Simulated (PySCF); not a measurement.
CH2F4Si, SMILES C(F)([SiH2]F)(F)F. Atoms are numbered in the order given.

```xyz
8

Si     0.6017    -1.0915     0.0000
F     -0.6850    -2.0741     0.0000
C     -0.0381     0.7246     0.0000
F     -0.7750     1.0097    -1.0792
F     -0.7750     1.0097     1.0792
F      1.0166     1.5586     0.0000
H      1.3851    -1.3007    -1.2414
H      1.3851    -1.3007     1.2414
```
Charge 0, spin multiplicity 1.

Geometry optimised at PBE0-D3(BJ)/def2-SVP.

The numbers are results of PBE/def2-TZVP (PySCF), not measurements.

The molecule is in vacuum.

Computed frontier levels, gap, dipole moment and polarisability:
| Quantity | Result |
|---|---|
| highest occupied level | -8.09 eV |
| lowest empty level | -1.45 eV |
| orbital gap | 6.64 eV |
| dipole moment | 0.354 e·Å |
| quadrupole, principal values (traceless, Buckingham form, about the centre of nuclear charge) | -4.48, 1.12, 3.36 D·Å |
| mean static polarisability | 40.1 bohr³ (5.94 Å³) |
| polarisability, principal values | 37.7, 39.6, 42.9 bohr³ |
